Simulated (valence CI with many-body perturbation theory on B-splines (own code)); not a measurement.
E1 line list for Eu⁵⁷⁺

Method: configuration interaction combined with many-body perturbation theory (CI+MBPT): four valence electrons over a frozen Dirac-Fock core [He], a basis of 11 s, 11 p, 10 d, 8 f, 5 g, 2 h functions for each j, with the one-electron correlation potential Σ1 (screened to all orders), the two-electron term Σ2, the three-electron term Σ3, Breit, model QED; selected single and double excitations, second order for the rest, scaled by the run's own slope (own B-spline code, finite nucleus).

No measured spectrum was set against this ion. As an estimate, large intervals hold to a few tenths of a per cent, small ones and those within an open d or f shell to about a per cent. Among the levels kept, up to 910 cm⁻¹ of a level comes from second order outside the variational space, and about a tenth of that is noise between levels of different J, which matters for small intervals.

Lines 201 to 250 of 549 in falling wavelength, among levels below 75817 × 10³ cm⁻¹, chosen from the strongest by gf and those to the six lowest levels. Wavelengths and rates use the calculated energies. Electric multipoles are in the length gauge with retardation, E1 and E2 with the static RPA response of the core. Weak lines are less certain than strong ones. Lines between different terms over intervals too small for the method are left out, as are lines whose strength nearly cancels. The highest levels of a list are the least certain.

Levels are named by their leading jj configuration (3d3/2^4 stands for four electrons in 3d with j = 3/2), which in mixed levels can hold well under half, so a name can repeat and another be missing. Letters in brackets count levels of one name in rising energy.

| λ vac (nm) | Upper | Lower | A (s⁻¹) | log gf | Branch % |
| --- | --- | --- | --- | --- | --- |
| 1.296 | (2s 2p1/2 2p3/2 3d5/2) J=3 [d] | (2s^2 2p1/2 3d5/2) J=3 | 2.56e+12 | -0.35 | 0.2 |
| 1.294 | (2p1/2^2 2p3/2 3d3/2) J=2 | (2s 2p1/2^2 3d3/2) J=2 | 9.55e+11 | -0.92 | 1.4 |
| 1.293 | (2s 2p1/2 2p3/2 3s) J=2 [c] | (2s^2 2p1/2 3s) J=1 | 2.31e+12 | -0.54 | 3.2 |
| 1.292 | (2s 2p1/2 2p3/2 3d5/2) J=2 [b] | (2s^2 2p1/2 3d5/2) J=2 | 2.05e+12 | -0.59 | 0.2 |
| 1.292 | (2s 2p1/2 2p3/2 3d5/2) J=2 [c] | (2s^2 2p1/2 3d5/2) J=3 | 2.32e+12 | -0.54 | 0.3 |
| 1.292 | (2s 2p3/2^2 3d3/2) J=2 [b] | (2s^2 2p3/2 3d3/2) J=1 | 1.16e+12 | -0.84 | 0.1 |
| 1.291 | (2s 2p1/2 2p3/2 3d5/2) J=1 [d] | (2s^2 2p1/2 3d5/2) J=2 | 2.71e+12 | -0.69 | 0.3 |
| 1.291 | (2s 2p1/2 2p3/2 3s) J=1 [c] | (2s^2 2p1/2 3s) J=0 | 2.53e+12 | -0.72 | 3.6 |
| 1.291 | (2s 2p1/2 2p3/2 3p3/2) J=1 [d] | (2s^2 2p1/2 3p3/2) J=1 | 1.83e+12 | -0.86 | 1.3 |
| 1.290 | (2s 2p1/2 2p3/2 3p3/2) J=2 [e] | (2s^2 2p1/2 3p3/2) J=2 | 2.11e+12 | -0.58 | 1.6 |
| 1.289 | (2p1/2 2p3/2^2 3p3/2) J=1 [c] | (2s 2p1/2 2p3/2 3p3/2) J=2 [d] | 1.45e+12 | -0.97 | 0.6 |
| 1.289 | (2p1/2 2p3/2^2 3p1/2) J=0 | (2s 2p1/2 2p3/2 3p1/2) J=1 [c] | 4.45e+12 | -0.96 | 1.4 |
| 1.287 | (2s 2p1/2 2p3/2 3d3/2) J=1 [c] | (2s^2 2p1/2 3d3/2) J=2 | 2.58e+12 | -0.72 | 0.9 |
| 1.287 | (2p1/2^2 2p3/2 3d3/2) J=2 | (2s 2p1/2^2 3d3/2) J=1 | 8.75e+11 | -0.96 | 1.3 |
| 1.287 | (2p1/2^2 2p3/2 3d5/2) J=3 | (2s 2p1/2^2 3d5/2) J=2 | 7.91e+11 | -0.86 | 0.1 |
| 1.287 | (2p1/2 2p3/2^2 3s) J=2 [b] | (2s 2p1/2 2p3/2 3s) J=2 [b] | 1.11e+12 | -0.86 | 0.7 |
| 1.287 | (2s 2p3/2^2 3s) J=1 [b] | (2s^2 2p3/2 3s) J=1 | 3.95e+12 | -0.53 | 2.4 |
| 1.287 | (2s 2p3/2^2 3d5/2) J=3 [c] | (2s^2 2p3/2 3d5/2) J=2 | 1.14e+12 | -0.70 | 0.1 |
| 1.286 | (2s 2p3/2^2 3d3/2) J=3 [a] | (2s 2p1/2 2p3/2 3p1/2) J=3 | 6.58e+11 | -0.94 | 0.1 |
| 1.286 | (2p1/2^2 2p3/2 3d3/2) J=3 | (2s 2p1/2^2 3d3/2) J=2 | 1.63e+12 | -0.55 | 9.2 |
| 1.285 | (2s 2p3/2^2 3s) J=1 [a] | (2s^2 2p3/2 3s) J=2 | 2.30e+12 | -0.77 | 2.4 |
| 1.285 | (2s 2p3/2^2 3d3/2) J=1 [c] | (2s^2 2p3/2 3d3/2) J=0 | 1.49e+12 | -0.96 | 0.2 |
| 1.284 | (2s 2p3/2^2 3p1/2) J=1 [b] | (2s^2 2p3/2 3p1/2) J=2 | 2.45e+12 | -0.74 | 1.2 |
| 1.284 | (2s 2p3/2^2 3d3/2) J=1 [b] | (2s^2 2p3/2 3d3/2) J=2 | 2.85e+12 | -0.68 | 0.5 |
| 1.283 | (2s 2p3/2^2 3d3/2) J=3 [b] | (2s^2 2p3/2 3d3/2) J=3 | 2.97e+12 | -0.29 | 0.4 |
| 1.283 | (2p1/2 2p3/2^2 3p3/2) J=2 [c] | (2s 2p1/2 2p3/2 3p3/2) J=3 [c] | 1.68e+12 | -0.68 | 0.7 |
| 1.283 | (2s 2p3/2^2 3p3/2) J=2 [b] | (2s^2 2p3/2 3p3/2) J=3 | 2.98e+12 | -0.43 | 8.2 |
| 1.282 | (2s 2p3/2^2 3d5/2) J=4 [b] | (2s^2 2p3/2 3d5/2) J=4 | 2.97e+12 | -0.18 | 27.0 |
| 1.282 | (2s 2p3/2^2 3p3/2) J=3 [b] | (2s^2 2p3/2 3p3/2) J=3 | 3.26e+12 | -0.25 | 1.7 |
| 1.282 | (2s 2p1/2 2p3/2 3p3/2) J=1 [e] | (2s^2 2p1/2 3p3/2) J=2 | 1.86e+12 | -0.86 | 12.5 |
| 1.282 | (2s 2p3/2^2 3p1/2) J=2 [b] | (2s^2 2p3/2 3p1/2) J=2 | 3.85e+12 | -0.32 | 3.0 |
| 1.282 | (2s 2p3/2^2 3p1/2) J=1 [a] | (2s^2 2p3/2 3p1/2) J=1 | 3.89e+12 | -0.54 | 1.8 |
| 1.279 | (2s 2p3/2^2 3d5/2) J=3 [b] | (2s^2 2p3/2 3d5/2) J=4 | 3.06e+12 | -0.28 | 11.2 |
| 1.278 | (2s 2p3/2^2 3d3/2) J=2 [c] | (2s^2 2p3/2 3d3/2) J=3 | 2.31e+12 | -0.55 | 0.3 |
| 1.278 | (2s 2p3/2^2 3d3/2) J=2 [b] | (2s^2 2p3/2 3d3/2) J=2 | 1.82e+12 | -0.65 | 0.2 |
| 1.275 | (2s 2p1/2 2p3/2^2) J=0 | (2s^2 2p1/2 2p3/2) J=1 | 2.31e+12 | -1.25 | 99.9 |
| 1.274 | (2s 2p1/2 2p3/2^2) J=1 [a] | (2s^2 2p1/2 2p3/2) J=2 | 2.60e+11 | -1.72 | 5.8 |
| 1.274 | (2p1/2^2 2p3/2 3d3/2) J=1 | (2s 2p1/2^2 3d3/2) J=1 | 1.70e+12 | -0.91 | 0.8 |
| 1.274 | (2s 2p3/2^2 3s) J=2 [b] | (2s^2 2p3/2 3s) J=2 | 3.65e+12 | -0.35 | 7.7 |
| 1.274 | (2p1/2 2p3/2^2 3d3/2) J=4 | (2s 2p1/2 2p3/2 3d3/2) J=4 | 1.44e+12 | -0.50 | 21.5 |
| 1.273 | (2p1/2^2 2p3/2 3d5/2) J=1 | (2s 2p1/2^2 3d5/2) J=2 | 2.05e+12 | -0.83 | 0.3 |
| 1.273 | (2s 2p3/2^2 3d5/2) J=2 [c] | (2s^2 2p3/2 3d5/2) J=3 | 2.74e+12 | -0.48 | 0.2 |
| 1.272 | (2s 2p3/2^2 3d5/2) J=1 [b] | (2s^2 2p3/2 3d5/2) J=2 | 2.68e+12 | -0.71 | 0.3 |
| 1.271 | (2p1/2 2p3/2^2 3p3/2) J=4 | (2s 2p1/2 2p3/2 3p3/2) J=4 | 1.69e+12 | -0.43 | 0.8 |
| 1.270 | (2p1/2^2 2p3/2 3p1/2) J=2 | (2s 2p1/2^2 3p1/2) J=1 | 1.03e+12 | -0.90 | 0.3 |
| 1.269 | (2s 2p3/2^2 3p3/2) J=1 [c] | (2s^2 2p3/2 3p3/2) J=2 | 2.91e+12 | -0.68 | 2.8 |
| 1.267 | (2p1/2 2p3/2^2 3p1/2) J=2 [b] | (2s 2p1/2 2p3/2 3p1/2) J=2 [b] | 1.90e+12 | -0.64 | 0.6 |
| 1.267 | (2p1/2^2 2p3/2 3p3/2) J=2 | (2s 2p1/2^2 3p3/2) J=2 | 9.81e+11 | -0.93 | 0.4 |
| 1.266 | (2s 2p1/2^2 2p3/2) J=1 | (2s^2 2p1/2^2) J=0 | 2.85e+12 | -0.69 | 98.5 |
| 1.266 | (2p1/2^2 2p3/2 3d5/2) J=3 | (2s 2p1/2^2 3d5/2) J=3 | 1.09e+12 | -0.74 | 0.1 |

(1) How does gf follow from A for the line at 1.272 nm?

## Answers

(1) gf = 1.4992 × (2J+1)_upper × A / σ², with σ = 7858612 cm⁻¹ and 2J+1 = 3: gf = 0.195.
